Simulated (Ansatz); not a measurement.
Cartesian coordinates in Å:
```
C 1.293 -1.101 -0.128
Al 0.007 -0.005 0.827
C -1.288 1.100 -0.258
F -0.573 1.940 -1.089
F -2.011 0.257 -1.081
H 2.318 -0.830 0.146
H 1.195 -1.006 -1.212
H 1.173 -2.158 0.131
H -0.089 0.073 2.411
H -2.024 1.731 0.253
```

Total charge 0; spin multiplicity 1.

Task: List the r2SCAN/def2-TZVPP orbital energies in eV (Ansatz 0.2.0). (An estimate is asked.)

Result: Computed: Occupied: -1517.05, -666.27, -666.27, -276.36, -272.54, -110.59, -70.97, -70.69, -70.66, -32.46, -31.05, -17.86, -17.36, -13.34, -13.32, -12.60, -10.23, -10.19, -10.09, -9.98, -9.63, -9.21, -7.46, -6.49. Lowest empty: -1.98, 0.12, 0.76, 1.54, 2.17, 2.62, 2.77, 2.77.
